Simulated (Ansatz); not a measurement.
`[OH][GeH2][SiH](O)Cl` + `C[SiH](O)F` → `O[Si@H](Cl)C[Si@@H](O)F` + `[OH][GeH3]`  (formal exchange of groups at the Si–Ge bond)

Computed with Ansatz on PBE0-D4/def2-TZVP structures; ΔE is electronic, products minus reactants. CBS: MP2 limit from def2 TZ/QZ plus the TZ coupled-cluster correction, frozen cores. DFT in def2-TZVPP. B3LYP here is the variant with VWN-RPA as its local correlation; programs differ in this. For Ge outer-core shells are correlated without core-valence functions, which leaves a few kJ/mol of doubt a bond. Scalar relativity is left out up to krypton. Each species was taken in one conformer, which may not be the lowest.

| level | ΔE (eV) |
| --- | --- |
| PBE0-D4 | -0.08 |
| B3LYP-D4 | -0.09 |
| ωB97M-V | -0.17 |
| B2PLYP | -0.10 |
| PBE0 | -0.05 |
| MP2/def2-TZVPP | -0.19 |
| SCS-MP2/def2-TZVPP | -0.19 |
| CCSD/def2-TZVPP | -0.16 |

(1) What does CCSD(T)/CBS give? (Estimate.)

Largest T1 diagnostic among the species: 0.012.

Answers

(1) The calculation gave: -0.13 eV. The listed levels differ from it by 0.05, 0.04, -0.04, 0.03, 0.08, -0.06, -0.06, -0.03 eV.

The D4 term adds −0.06 eV with B3LYP and −0.03 eV with PBE0; it sums over pairs of atoms, weighted by their polarisabilities, and B3LYP, whose exchange is more repulsive, gets the larger term. From PBE to PBE0 (25 % exact exchange), in def2-TZVPP and without D4, ΔE moves by −0.07 eV.
